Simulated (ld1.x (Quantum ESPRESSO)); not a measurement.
## Transferability test, TM potential for Ta (Z = 73)

```
Element                 : tantalum (Ta)
Generator               : ld1.x (Quantum ESPRESSO) 7.5
Type                    : norm-conserving Troullier–Martins (Kleinman–Bylander form)
Functional              : PBE
Relativity              : fully relativistic
Frozen core             : [Kr] 4d10 4f14 5s2
Valence charge          : 11
Reference configuration : 5p6 5d3 6s2 6p0
Partial waves           : 5p (bound): rc 1.30 bohr; 5d (bound): rc 2.10 bohr; 6s (bound): rc 2.70 bohr
Local potential         : the s channel
Core correction         : none
```

Open shells are filled in proportion to 2j + 1 (rel_dist='average').

Energies are relative to the spin-unpolarised reference configuration 5p6 5d3 6s2 6p0; without spin polarisation the order of configurations can differ from experiment. The frozen-core shift is the all-electron ΔE with the core orbitals held at their reference shape minus the fully relaxed ΔE.

```
valence configuration  charge  ΔE all-electron (eV)  error AE − PS (meV)  frozen-core shift (meV)
      5p6 5d3 6s1 6p0      +1                 8.471                 -3.5                     +0.4
      5p6 5d3 6s0 6p0      +2                23.445                 -9.5                     +2.5
      5p6 5d2 6s0 6p0      +3                47.037                  +12                      +41
      5p5 5d3 6s2 6p0      +1                45.485                 -225                     +135
      5p6 5d2 6s2 6p0      +1                 7.683                  -22                     +9.4
      5p6 5d4 6s1 6p0       0                 2.089                  -30                     +4.3
```

(1) What are ΔE and the potential's error for 5p6 5d3 6s1 6p1?

Levels in the configuration 5p6 5d4 6s1 6p0:

```tsv
level	all-electron (eV)	pseudo (eV)
5p j=1/2	-44.087	-43.901
5p j=3/2	-35.412	-35.264
5d j=3/2	-2.978	-2.947
5d j=5/2	-2.450	-2.426
6s j=1/2	-4.971	-5.000
```

## Answers

(1) ΔE = 4.146 eV all-electron; the error (AE − PS) is -484 meV.

These tests converged, but a pseudo level misses the all-electron one widely, so the file describes the atom poorly there or has found another state: 5p6 5d2 6s0 6p0: empty 6p by 2.2 eV. ld1.x printed “convergence not achieved” for 3 of the counted tests; their residual had stalled under 1e-8, short of the target of 1e-14.
